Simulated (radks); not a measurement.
The numbers below are computed, except where a source is named.
Question: Ge II, configuration [Ar] 3d10 4s2 4p1. Level of theory: scalar-relativistic Kohn-Sham, PBEsol, spin-unpolarised, spherical densities, finite nucleus; Fermi nuclear charge, rms radius 4.0742 fm (a radial shooting solver on a logarithmic mesh with Libxc functionals). Some entries of the table are withheld. Estimate them.

| orbital | occ. | eigenvalue (eV) | <1/r> (bohr^-1) |
|---|---|---|---|
| 1s | 2 | (1) | 32.36 |
| 2s | 2 | -1379.677 | 7.101 |
| 2p | 6 | -1207.145 | 6.964 |
| 3s | 2 | -177.1590 | 2.282 |
| 3p | 6 | (2) | 2.129 |
| 3d | 10 | -38.3381 | 1.782 |
| 4s | 2 | (3) | (4) |
| 4p | 1 | -11.2569 | 0.5084 |

Answer: 
(1) 1s eigenvalue (eV): -10961.00
(2) 3p eigenvalue (eV): -124.4715
(3) 4s eigenvalue (eV): -19.8932
(4) 4s <1/r> (bohr^-1): 0.6456
